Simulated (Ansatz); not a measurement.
Relaxation of FH$_{4}$OSi$_{2}$ (8 atoms, charge 1, multiplicity 1), to a largest force component of 0.015 eV/Å in at most 40 steps.

All numbers below come from Ansatz 0.2.0, RKS r2SCAN-D4/def2-SVP.

```xyz
8
Properties=species:S:1:pos:R:3
O 1.744 0.959 -0.986
Si 0.809 0.064 -0.107
F 1.740 -0.900 0.745
Si -1.499 -0.259 0.321
H 2.692 1.077 -1.137
H -1.727 0.523 1.540
H -2.171 0.249 -0.873
H -1.588 -1.712 0.499
```

**Question.** Where does it end, and by what steps?

**Answer.** The forces met the threshold. After 7 steps the energy has fallen by 0.171 eV; H5 moved furthest, 0.26 Å.

```
step  energy less start (eV)  largest force component (eV/Å)  accepted
   0                  0.0000                           0.892       yes
   1                 -0.0891                           0.693       yes
   2                 -0.1333                           0.657       yes
   3                 -0.1424                           1.217       yes
   4                 -0.1677                           0.157       yes
   5                 -0.1698                           0.027       yes
   6                 -0.1709                           0.032       yes
   7                 -0.1711                           0.004       yes
```

```xyz
8
Properties=species:S:1:pos:R:3
O 1.532 0.942 -1.002
Si 0.882 -0.079 0.029
F 1.897 -0.958 0.876
Si -1.462 -0.248 0.294
H 2.459 1.144 -1.218
H -1.680 0.546 1.531
H -1.966 0.364 -0.957
H -1.662 -1.710 0.447
```

Run time: 21 s on 2 threads of Arm Neoverse V2, on a shared host, peak memory 0.14 GiB.
